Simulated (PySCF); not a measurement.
Compound: C9H12O2.
Numbering: `[CH3:1][CH2:2][CH2:3][C:4]1([C:5]#[C:6][C:7](=[O:8])[OH:9])[CH2:10][CH2:11]1` (hydrogens: H12, H13, H14 on C1; H15, H16 on C2; H17, H18 on C3; H19 on O9; H20, H21 on C10; H22, H23 on C11)

Torsions of this conformer, `[CH3:1][CH2:2][CH2:3][C:4]1([C:5]#[C:6][C:7](=[O:8])[OH:9])[CH2:10][CH2:11]1`: C1–C2–C3–C4 180°, C2–C3–C4–C5 -61°, H–O9–C7–C6 180°.

The closed-shell ground state was solved at several levels (PySCF, density fitting, gas phase, non-relativistic). The structure is a single PBE0-D3(BJ)/def2-SVP conformer in the gas phase; no vibrational or solvent corrections.

```
              level  basis functions  total energy (Eh)  HOMO (eV)  LUMO (eV)  gap (eV)  dipole (D)
   wB97X-D/pcSseg-1              247          -500.3337      -9.36       0.71     10.07        2.79
CAM-B3LYP/def2-SVPD              322          -499.9706      -8.88      -0.07      8.81        2.89
        B3LYP/pcJ-1              417          -500.5860      -7.31      -1.21      6.10        2.74
```

(1) Estimate the row for PBE0/pcSseg-1, a basis of 247 functions; the other rows only guide the guess.

(2) Over all these levels, which gives the widest orbital gap and which the narrowest?

(3) How far do the dipole and the HOMO energy spread over the levels?

Answers

(1) Total energy -499.9237 Eh, HOMO -7.55 eV, LUMO -1.03 eV, gap 6.52 eV, dipole 2.80 D.

(2) wB97X-D/pcSseg-1 (range-separated hybrid) has the widest, 10.07 eV, and B3LYP/pcJ-1 (global hybrid, 20 % exact exchange) the narrowest, 6.10 eV. Functional and basis both differ between the two, so the spread mixes both effects.

(3) The dipole runs from 2.74 to 2.89 D (mean 2.80 D) and the HOMO from -9.36 to -7.31 eV.

The pairwise dispersion term of wB97X-D wasn't added to the energies; at a given geometry it leaves orbitals and properties as they are.
